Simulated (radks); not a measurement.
Problem. Radial electron density D(r) = 4 pi r^2 rho(r) of an atom or ion with 49 electrons. Calculated with a radial shooting solver on a logarithmic mesh with Libxc functionals: Dirac Kohn-Sham, PBE, spin-unpolarised, spherical densities, point nucleus.

```
   r/bohr * D(r) (the largest magnitude, 86.1, reaches the edge; | marks zero)
 0.002334 |    *
 0.002696 |     *
 0.003138 |       *
 0.003624 |         *
 0.004185 |           *
 0.004873 |              *
 0.005627 |                 *
 0.006551 |                    *
 0.007566 |                        *
 0.008737 |                            *
  0.01017 |                                *
  0.01175 |                                    *
  0.01357 |                                       *
  0.01579 |                                         *
  0.01824 |                                           *
  0.02106 |                                          *
  0.02452 |                                         *
  0.02832 |                                       *
  0.03271 |                                      *
  0.03808 |                                     *
  0.04397 |                                      *
  0.05079 |                                         *
  0.05912 |                                             *
  0.06828 |                                                  *
  0.07885 |                                                      *
   0.0918 |                                                      *
    0.106 |                                                   *
   0.1234 |                                             *
   0.1425 |                                        *
   0.1646 |                                      *
   0.1916 |                                        *
   0.2213 |                                            *
   0.2556 |                                             *
   0.2976 |                                         *
   0.3436 |                                *
   0.3969 |                       *
    0.462 |               *
   0.5336 |              *
   0.6162 |               *
   0.7174 |                *
   0.8285 |               *
   0.9568 |            *
    1.114 |        *
    1.286 |     *
    1.486 |   *
     1.73 | *
    1.997 | *
    2.325 |*
    2.685 |*
    3.101 *
    3.611 *
     4.17 *
    4.816 *
    5.606 *
    6.474 *
    7.477 *
```

What is the nuclear charge?

Solution. Z = 52. The innermost maximum, from 1s, lies near gamma/Z bohr with gamma = sqrt(1 - (Z/c)^2) = 0.925, here 0.0178 bohr (found: 0.0196), and its height grows with Z. The density is that of the tellurium ion Te3+ in [Kr] 4d10 5s1.75 5p1 5d0.25; the configuration itself is not fixed sharply by these data, and Z only to a few units. D(r) has 4 maxima, at r = 0.0196, 0.0861, 0.250, 0.723 bohr, and minima at 0.0384, 0.163, 0.529 bohr, inside which lie 2.03, 11.17, 28.99 electrons.
